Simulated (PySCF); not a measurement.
# One molecule, several mistakes: BClGeH4N

These are calculations, not measurements. The program is PySCF 2.14.0, an open-source quantum chemistry code, run on an isolated molecule that a program drew, which may never have been made. The molecule is BClGeH4N (charge 0, doublet), drawn as the SMILES string `[NH2][GeH][BH]Cl`.

Each row is a Hartree-Fock (HF) and frozen-core CCSD(T) single point in the cc-pV(D+d)Z basis, meant for a local HF minimum. Run 1 is clean. Each other run has one planted mistake out of seven kinds, and not every kind appears here: one electron removed, one electron added, multiplicity raised by two, geometry at a saddle point, minimal basis STO-3G, one bond length entered in bohr, all coordinates scaled. The reference is restricted for singlets and unrestricted otherwise, and also for a bond in bohr. Adding or removing an electron swaps singlet and doublet. Electrons count all cores. HOMO and LUMO are orbital energies over both spins, the gradient is its largest component, and the lowest frequency (negative if imaginary) is given only where the gradient is small. Bond lengths are over the 7 bonds as drawn. T1 is the CCSD diagnostic: over 0.02 (restricted) or 0.045 (unrestricted) a single reference is doubtful. Germanium has the cc-pVDZ-PP basis, with a core potential (ECP10MDF) in place of its 10 inner electrons, and its 3s, 3p and 3d shells are frozen in CCSD(T).

Geometry of the clean run:
```xyz
8
BClGeH4N, angstrom
N     1.3679    0.6527    1.5793
Ge   -0.1435    0.0650    0.7308
B    -0.6669   -1.8711    1.0825
Cl   -0.1502   -2.6901    2.5655
H     1.4196    0.4698    2.5658
H     1.6431    1.6019    1.4009
H    -0.0722    0.5549   -0.7194
H    -1.4494   -2.4426    0.3865
```

```
run  electrons  basis functions  <S^2>  HOMO (eV)  LUMO (eV)  gradient (hartree/bohr)  lowest frequency (cm^-1)  mean bond (Å)  longest bond (Å)      T1  HF (hartree)  CCSD(T) (hartree)                          mistake
  1         65               94  0.773      -7.76       0.89                  2.9e-05                        93         1.4817             2.036  0.0223    -834.35918         -834.89569                         no fault
  2         65               94  0.911      -8.29       1.31                  2.4e-02                         -         1.7405             3.848  0.0351    -834.29022         -834.81559  one bond length entered in bohr
  3         66               94  0.000      -0.59       7.60                  4.7e-02                         -         1.4817             2.036  0.0217    -834.35059         -834.92100               one electron added
  4         64               94  0.000     -16.38      -6.18                  6.7e-02                         -         1.4817             2.036  0.0247    -834.10343         -834.64101             one electron removed
  5         65               94  0.778      -8.05       0.62                  4.8e-02                         -         1.5736             2.163  0.0251    -834.33446         -834.87867                                ?
```

**Which mistake was planted in run 5, and what did it cost?**

The mean and the longest bond both change by the same factor, 1.062, and the gradient is no longer small. So the mistake is: all coordinates scaled. Subtracting run 1 and multiplying by 627.51 kcal/mol a hartree, the energy moved by 15.5 kcal/mol in HF and 10.7 kcal/mol in CCSD(T).

Cautions from the logs. Run 3: T1 is over the limit, so its CCSD(T) energy is less reliable; run 4: T1 is over the limit, so its CCSD(T) energy is less reliable.
